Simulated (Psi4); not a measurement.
BI$_{3}$, charge -1, doublet, at a GFN2-xTB geometry (a state made from the parent by changing its charge; the spin is typed, not shown lowest) (core potentials on I) (a gas-phase anion, which may not be bound at this level); WB97X-V/def2-SVP run with Psi4.

Here is a job for Psi4.
```
memory 2 GB

molecule {
-1 2
B     0.00000000    0.00000000    0.00000000
I     2.07997803   -0.36410154   -0.62335308
I    -0.77243186   -0.91717242    1.84650789
I    -1.30754617    1.28127396   -1.22315481
}

set {
  basis def2-svp
  reference uks
  scf_type pk
  puream true
  d_convergence 1e-8
  dft_radial_points 99
  dft_spherical_points 590
}

energy('wb97x-v')
print_variables()
```

### Question
Predict the main parts of the log of this Psi4 run.

### Answer

```
   => Loading Basis Set <=

    Name: DEF2-SVP
    Role: ORBITAL
    Keyword: BASIS

    !!!  WARNING: ECP capability is in beta. Please check occupations closely.  !!!

         ---------------------------------------------------------
                                   SCF
               by Justin Turney, Rob Parrish, Andy Simmonett
                          and Daniel G. A. Smith
                              UKS Reference
         ---------------------------------------------------------

  ==> Geometry <==

    Molecular point group: cs
    Full point group: C1

    Geometry (in Angstrom), charge = -1, multiplicity = 2:

       Center              X                  Y                   Z               Mass
    ------------   -----------------  -----------------  -----------------  -----------------
         B           -0.000000000000     0.000000000000     0.000000000000    11.009305360000
         I            0.323478200885    -2.177799222291     0.000000000000   126.904471900000
         I           -2.047768557360     0.808759265587     0.000000000000   126.904471900000
         I            1.724290356475     1.369039956703     0.000000000000   126.904471900000

  Running in cs symmetry.

  Rotational constants: A =      0.01827  B =      0.01827  C =      0.00913 [cm^-1]
  Rotational constants: A =    547.69136  B =    547.69136  C =    273.84568 [MHz]
  Nuclear repulsion =  350.318115392104005

  Charge       = -1
  Multiplicity = 2
  Electrons    = 81
  Nalpha       = 41
  Nbeta        = 40

  ==> Algorithm <==

  SCF Algorithm Type is PK.
  DIIS enabled.
  MOM disabled.
  Fractional occupation disabled.
  Guess Type is SAD.
  Energy threshold   = 1.00e-06
  Density threshold  = 1.00e-08
  Integral threshold = 1.00e-12

  ==> Primary Basis <==

  Basis Set: DEF2-SVP
    Blend: DEF2-SVP
    Number of shells: 36
    Number of basis functions: 92
    Number of Cartesian functions: 99
    Spherical Harmonics?: true
    Max angular momentum: 2

  Core potential: DEF2-SVP
    Number of shells: 12
    Number of ECP primitives: 87
    Number of ECP core electrons: 84
    Max angular momentum: 3

  ==> DFT Potential <==

   => LibXC <=

    Version 7.1.2
    S. Lehtola, C. Steigemann, M. J. T. Oliveira, and M. A. L. Marques,  SoftwareX 7, 1–5 (2018) (10.1016/j.softx.2017.11.002)

   => Composite Functional: WB97X-V <=

    wB97X-V Hyb-GGA Exchange-Correlation Functional

[...]

   @Spin Contamination Metric:   7.854688213E-03
   @S^2 Expected:                7.500000000E-01
   @S^2 Observed:                7.578546882E-01
   @S   Expected:                5.000000000E-01
   @S   Observed:                5.000000000E-01

    Orbital Energies [Eh]
    ---------------------

    Alpha Occupied:

[...]
    Alpha Virtual:

[...]
    Beta Occupied:

[...]
      28Ap    -0.177320

    Beta Virtual:

[...]
      64Ap    56.394245

    Final Occupation by Irrep:
             Ap   App
    DOCC [    28,   12 ]
    SOCC [     0,    1 ]
    NA   [    28,   13 ]
    NB   [    28,   12 ]

  @UKS Final Energy:  -917.99731794308002

   => Energetics <=

    Nuclear Repulsion Energy =            350.3181153921040050
    One-Electron Energy =               -2300.9858296095985679
    Two-Electron Energy =                1081.6442487296390027
    DFT Exchange-Correlation Energy =     -49.2771589533313588
    Empirical Dispersion Energy =           0.0000000000000000
    VV10 Nonlocal Energy =                  0.3033064981067429
    Total Energy =                       -917.9973179430800201

  UHF NO Occupations:
  HONO-2 :   12App 1.9993711
  HONO-1 :   28 Ap 1.9977381
  HONO-0 :   13App 1.0000000
  LUNO+0 :   29 Ap 0.0022619
  LUNO+1 :   14App 0.0006289
  LUNO+2 :   30 Ap 0.0004126
  LUNO+3 :   31 Ap 0.0004126

Computation Completed

Properties will be evaluated at   0.000000,   0.000000,   0.000000 [a0]

Properties computed using the SCF density matrix

 Multipole Moments:

 ------------------------------------------------------------------------------------
     Multipole            Electronic (a.u.)      Nuclear  (a.u.)        Total (a.u.)
 ------------------------------------------------------------------------------------

 L = 1.  Multiply by 2.5417464519 to convert [e a0] to [Debye]
 Dipole X            :         -0.0000048           -0.0000000           -0.0000048
 Dipole Y            :         -0.0000467           -0.0000000           -0.0000467
 Dipole Z            :          0.0000000            0.0000000            0.0000000
 Magnitude           :                                                    0.0000469

 ------------------------------------------------------------------------------------

  Variable Map:
  ----------------------------------------------------------------------------
[...]
  Array Variable Map:
  ----------------------------------------------------------------------------
[...]
[...]
```
